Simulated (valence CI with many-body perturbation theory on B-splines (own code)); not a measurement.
## E1 transitions of Cl4+

Computed by configuration interaction combined with many-body perturbation theory (CI+MBPT): three valence electrons over a frozen Dirac-Fock core [Ne], radial functions for each j: 11 s, 11 p, 9 d, 7 f, 5 g, 2 h, 1 i, with the one-electron correlation potential Σ1, the two-electron term Σ2, the three-electron term Σ3, Breit, model QED; selected CI, second order for the rest, scaled by the run's own slope (own B-spline code, finite nucleus).

No measured spectrum was set against this ion. As an estimate, levels hold to about 100 cm⁻¹ or 0.05 % of their energy and the worst to 300 or 400 cm⁻¹, as in measured light ions of charge 2 to 7.

Lines 101 to 150 of 274 in falling wavelength, among levels below 402880 cm⁻¹, chosen from the strongest by gf and those to the six lowest levels. Wavelengths and rates use the calculated energies, so an error of 100 cm⁻¹ moves a line at 737.0 Å by 0.074 % and its rate by three times that or more. Electric multipoles are in the length gauge, E1 and E2 with the static RPA response of the core. Weak lines are less certain than strong ones. Lines between different terms over intervals too small for the method are left out, as are lines whose strength nearly cancels. Where a level lies close to another of its J and parity, the split of strength between their lines is uncertain. The highest levels of a list are the least certain.

Names give the largest LS component (configuration and term), which can be under half, so a name can repeat, a term be missing and a line seem to break the LS rules; names also repeat where a configuration has a term twice. Letters in brackets count levels of one name in rising energy.

```
λ vac (Å)                 Upper             Lower   A (s⁻¹)  S (a.u.)
    737.0           3p3 2D°_5/2     3s 3p2 4P_5/2  4.61e+05  5.46e-04
    732.4           3p3 2D°_5/2     3s 3p2 4P_3/2  5.33e+04  6.20e-05
    730.3           3p3 2D°_3/2     3s 3p2 4P_1/2  8.61e+04  6.62e-05
    715.9           3p3 2P°_3/2     3s 3p2 2D_5/2  2.61e+09  1.89e+00
    715.5           3p3 2P°_3/2     3s 3p2 2D_3/2  2.80e+08  2.02e-01
    715.3           3p3 2P°_1/2     3s 3p2 2D_3/2  2.95e+09  1.07e+00
    707.1         3p2 3d 4D_7/2  3s 3p 3d 4F°_9/2  3.04e+09  4.24e+00
    705.7         3p2 3d 4D_5/2  3s 3p 3d 4F°_7/2  2.88e+09  2.99e+00
    704.3         3p2 3d 4D_7/2  3s 3p 3d 4F°_7/2  4.48e+08  6.18e-01
    704.2         3p2 3d 4D_3/2  3s 3p 3d 4F°_5/2  2.87e+09  1.98e+00
    703.6         3p2 3d 4D_5/2  3s 3p 3d 4F°_5/2  7.47e+08  7.70e-01
    702.9         3p2 3d 4D_1/2  3s 3p 3d 4F°_3/2  3.28e+09  1.12e+00
    702.9        3s2 5p 2P°_1/2     3s2 4s 2S_1/2  2.16e+09  7.41e-01
    702.7         3p2 3d 4D_3/2  3s 3p 3d 4F°_3/2  8.24e+08  5.64e-01
    701.6        3s2 5p 2P°_3/2     3s2 4s 2S_1/2  2.12e+09  1.45e+00
    699.1       3s 3p 4p 2P_1/2  3s 3p 3d 4F°_3/2  9.89e+08  3.33e-01
    694.7       3s 3p 4p 4D_5/2  3s 3p 3d 4F°_7/2  1.46e+09  1.45e+00
    694.6       3s 3p 4p 4D_3/2  3s 3p 3d 4F°_5/2  1.05e+09  6.98e-01
    694.1       3s 3p 4p 4D_1/2  3s 3p 3d 4F°_3/2  9.59e+08  3.17e-01
    693.3       3s 3p 4p 4D_7/2  3s 3p 3d 4F°_9/2  1.69e+09  2.22e+00
    688.4         3s 3p2 2S_1/2    3s2 3p 2P°_3/2  2.09e+09  6.72e-01
    682.6           3p3 4S°_3/2     3s 3p2 4P_5/2  4.82e+09  3.03e+00
    681.4         3s 3p2 2S_1/2    3s2 3p 2P°_1/2  1.68e+09  5.26e-01
    678.7           3p3 4S°_3/2     3s 3p2 4P_3/2  3.27e+09  2.02e+00
    676.2           3p3 4S°_3/2     3s 3p2 4P_1/2  1.66e+09  1.01e+00
    668.0  3s 3p 3d 2P°_3/2 [b]     3s2 3d 2D_5/2  6.52e+09  3.83e+00
    667.9  3s 3p 3d 2P°_1/2 [b]     3s2 3d 2D_3/2  6.91e+09  2.03e+00
    662.1         3p2 3d 2F_5/2       3p3 2D°_3/2  6.74e+08  5.79e-01
    660.1         3p2 3d 2F_7/2       3p3 2D°_5/2  7.69e+08  8.73e-01
    652.3  3s 3p 3d 2D°_3/2 [b]     3s2 3d 2D_3/2  5.16e+09  2.83e+00
    651.5  3s 3p 3d 2D°_5/2 [b]     3s2 3d 2D_5/2  5.05e+09  4.13e+00
    640.0      3s 3p 3d 4P°_5/2     3s 3p2 2D_3/2  3.38e+05  2.63e-04
    638.7         3s 3p2 2P_1/2    3s2 3p 2P°_3/2  4.10e+09  1.05e+00
    638.3      3s 3p 3d 4P°_3/2     3s 3p2 2D_3/2  2.79e+06  1.43e-03
    637.0      3s 3p 3d 4P°_1/2     3s 3p2 2D_3/2  4.16e+05  1.06e-04
    634.8         3s 3p2 2P_3/2    3s2 3p 2P°_3/2  9.24e+09  4.66e+00
    632.7         3s 3p2 2P_1/2    3s2 3p 2P°_1/2  6.98e+09  1.75e+00
    628.9      3s 3p 3d 4D°_3/2     3s 3p2 2D_3/2  3.14e+06  1.54e-03
    628.8         3s 3p2 2P_3/2    3s2 3p 2P°_1/2  1.94e+09  9.53e-01
    622.9      3s 3p 3d 4F°_5/2     3s 3p2 4P_5/2  8.52e+05  6.10e-04
    621.2      3s 3p 3d 4F°_7/2     3s 3p2 4P_5/2  3.04e+06  2.88e-03
    620.8      3s 3p 3d 4F°_3/2     3s 3p2 4P_3/2  7.37e+05  3.48e-04
    619.6      3s 3p 3d 4F°_5/2     3s 3p2 4P_3/2  1.95e+06  1.38e-03
    618.7      3s 3p 3d 4F°_3/2     3s 3p2 4P_1/2  5.53e+05  2.59e-04
    612.6  3s 3p 3d 2P°_3/2 [a]     3s 3p2 2P_3/2  3.26e+09  1.48e+00
    611.3  3s 3p 3d 2P°_1/2 [a]     3s 3p2 2P_3/2  1.28e+09  2.88e-01
    609.8         3p2 3d 2P_3/2       3p3 2D°_5/2  6.17e+09  2.76e+00
    609.2         3p2 3d 2P_3/2       3p3 2D°_3/2  7.79e+08  3.48e-01
    607.7  3s 3p 3d 2P°_1/2 [a]     3s 3p2 2P_1/2  3.35e+09  7.42e-01
    606.4         3p2 3d 2P_1/2       3p3 2D°_3/2  6.86e+09  1.51e+00
```
